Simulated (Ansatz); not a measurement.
**Molecular dynamics of GaPt$_{16}$**

Input:

```yaml
accuracy: low
crystal:
  lattice:
    - [7.84, 0.0, 0.0]
    - [0.0, 5.543717, 0.0]
    - [0.0, 0.0, 16.157788]
  atoms:
    - { symbol: Pt, position: [0.25, 0.25, 0.0618897] }
    - { symbol: Pt, position: [0.75, 0.25, 0.0618897] }
    - { symbol: Pt, position: [0.25, 0.75, 0.0618897] }
    - { symbol: Pt, position: [0.75, 0.75, 0.0618897] }
    - { symbol: Pt, position: [-0.00806059, -0.00967277, 0.14265269] }
    - { symbol: Pt, position: [0.51337687, 0.00496756, 0.13589888] }
    - { symbol: Pt, position: [-6.068e-05, 0.49754959, 0.13885037] }
    - { symbol: Pt, position: [0.49872225, 0.49054704, 0.14546606] }
    - { symbol: Pt, position: [0.25533062, 0.24277306, 0.22832767] }
    - { symbol: Pt, position: [0.73977349, 0.24443415, 0.24872637] }
    - { symbol: Pt, position: [0.23662562, 0.72592333, 0.22885347] }
    - { symbol: Pt, position: [0.74583525, 0.74124571, 0.2448086] }
    - { symbol: Pt, position: [0.00484143, -0.02053292, 0.31549514] }
    - { symbol: Pt, position: [0.46155587, 0.01100439, 0.32200805] }
    - { symbol: Pt, position: [0.01496814, 0.47423868, 0.32251868] }
    - { symbol: Pt, position: [0.49094689, 0.49983282, 0.32003798] }
    - { symbol: Ga, position: [0.26565532, 0.72319056, 0.39054993] }
basis:
  ecutwfc: 420.0
kpoints:
  mp_grid: { grid: [2, 3, 1] }
hamiltonian:
  xc: pbe
scf:
  occupations: { method: fermi_dirac, width: 0.1 }
  lower_state_search: "off"
md:
  timestep: 3
  n_steps: 170
  ensemble: nvt_langevin
  temperature: 450.0
  initial_velocities: maxwell_boltzmann
  seed: 205512
  friction: 0.02
  constraints: [{ sites: [0, 1, 2, 3] }]
```

Launched with:

```bash
$ ansatz run input.yaml --threads 4 --pin off --max-ram 10240MiB --backend cpu --events-out ev --progress --plain --runs-dir out
```

It goes on from the last frame of an earlier run, with new velocities.

Output, in part (step lines):

```
md step     0: t =     0.00 fs  T =   450.0 K  F+E_penalty+E_count = -204143.07869033 eV  E_kin = 0.756171 eV  (12 SCF iters)
md step     1: t =     3.00 fs  T =   507.5 K  F+E_penalty+E_count = -204143.07688391 eV  E_kin = 0.852802 eV  (8 SCF iters)
md step     2: t =     6.00 fs  T =   516.1 K  F+E_penalty+E_count = -204143.07470377 eV  E_kin = 0.867301 eV  (8 SCF iters)
md step     3: t =     9.00 fs  T =   515.2 K  F+E_penalty+E_count = -204143.07152173 eV  E_kin = 0.865669 eV  (9 SCF iters)
md step     4: t =    12.00 fs  T =   448.4 K  F+E_penalty+E_count = -204143.07036648 eV  E_kin = 0.753492 eV  (9 SCF iters)
md step     5: t =    15.00 fs  T =   511.5 K  F+E_penalty+E_count = -204143.07204669 eV  E_kin = 0.859557 eV  (7 SCF iters)
md step     6: t =    18.00 fs  T =   497.9 K  F+E_penalty+E_count = -204143.07528926 eV  E_kin = 0.836655 eV  (7 SCF iters)
md step     7: t =    21.00 fs  T =   554.0 K  F+E_penalty+E_count = -204143.08467416 eV  E_kin = 0.930869 eV  (8 SCF iters)
[... lines left out ...]
md step   169: t =   507.00 fs  T =   536.8 K  F+E_penalty+E_count = -204142.72034438 eV  E_kin = 0.901955 eV  (7 SCF iters)
md step   170: t =   510.00 fs  T =   596.3 K  F+E_penalty+E_count = -204142.72948474 eV  E_kin = 1.002044 eV  (9 SCF iters)
```

The steps, from the saved trajectory:

```tsv
time (fs)	T (K)	potential energy less start (eV)
0.0	450	0.000
15.0	512	0.007
30.0	533	-0.011
45.0	420	0.041
60.0	358	0.075
75.0	406	0.061
90.0	448	0.031
105.0	391	-0.054
120.0	440	-0.115
135.0	432	-0.100
150.0	536	-0.117
165.0	399	-0.034
180.0	466	0.099
195.0	596	0.191
210.0	403	0.188
225.0	360	0.081
240.0	624	-0.034
255.0	454	-0.095
270.0	333	-0.085
285.0	422	-0.083
300.0	417	-0.056
315.0	305	-0.036
330.0	389	-0.050
345.0	507	-0.100
360.0	445	-0.078
375.0	444	0.027
390.0	534	0.090
405.0	417	0.156
420.0	362	0.186
435.0	437	0.218
450.0	498	0.225
465.0	438	0.283
480.0	299	0.374
495.0	464	0.368
510.0	596	0.349
```

All steps were run. A run of 0.51 ps of so small a system gives no equilibrium averages. Limits of this set-up: coarse k mesh, thin slab, slab without dipole correction, low accuracy level.

Mean squared displacements from the first frame to the last: Pt 0.05 Å², Ga 0.01 Å².

Last frame:

```xyz
17
Lattice="7.8400 0.0000 0.0000 0.0000 5.5437 0.0000 0.0000 0.0000 16.1578" Properties=species:S:1:pos:R:3
Pt 1.960 1.386 1.000
Pt 5.880 1.386 1.000
Pt 1.960 4.158 1.000
Pt 5.880 4.158 1.000
Pt 0.090 0.016 2.234
Pt 3.911 0.039 2.128
Pt 0.004 2.744 2.152
Pt 3.900 2.716 2.033
Pt 1.785 1.564 3.845
Pt 5.955 1.123 3.775
Pt 1.960 4.250 3.834
Pt 5.866 4.075 3.704
Pt -0.075 -0.072 5.270
Pt 3.788 0.153 5.130
Pt -0.157 2.735 5.084
Pt 3.972 2.815 5.033
Ga 1.977 4.025 6.318
```

Run time: 49 min on 4 threads of Arm Neoverse V1 (shared host), peak memory 2.3 GiB.
